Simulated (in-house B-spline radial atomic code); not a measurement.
Settings and results of a run for Ne⁺. Method: non-relativistic Hartree-Fock, average of configuration, point nucleus, inside a hard spherical wall at 2.75 bohr. Calculated with a radial B-spline atomic code at the basis-set limit.

Command:
```bash
python run_scf.py task.json out
```
Settings:
```
Z                10
configuration    [He] 2s2 2p5
hamiltonian      nr
method           hf
spin_polarised   False
wall_radius      2.75
```

Output (hartree, bohr):
```
 radial grid: 35 intervals, B-splines of order 8, outer radius 2.75 bohr

 iter        energy (Eh)    residual
    1       -126.7416973    1.89e-01
    2       -127.6447939    5.42e-02
    3       -127.7286035    1.87e-02
    4       -127.7389298    6.53e-03
    5       -127.7402615    1.98e-03
    6       -127.7403930    1.06e-04
    7       -127.7403933    1.27e-05
    8       -127.7403933    6.16e-07
    9       -127.7403933    6.11e-09

 total energy                     -127.740393
 kinetic                            128.38456
 electron-nucleus                  -303.98993
 electron-electron                   47.86498

 orbital      occ     eigenvalue          <r>       <r^2>       <1/r>     <1/r^3>       <r^4>       r_max
 1s         2.000      -33.51164     0.157597   0.0334497     9.61906           -   0.0029157       0.103
 2s         2.000       -2.56286      0.85404    0.868691     1.68839           -     1.34764      0.6746
 2p         5.000       -1.54529     0.848828    0.895639     1.55682     12.6976     1.59347      0.6122
```

Cost of the run: 0.09 s on 1 thread of Arm Neoverse N1, with other jobs on the host.
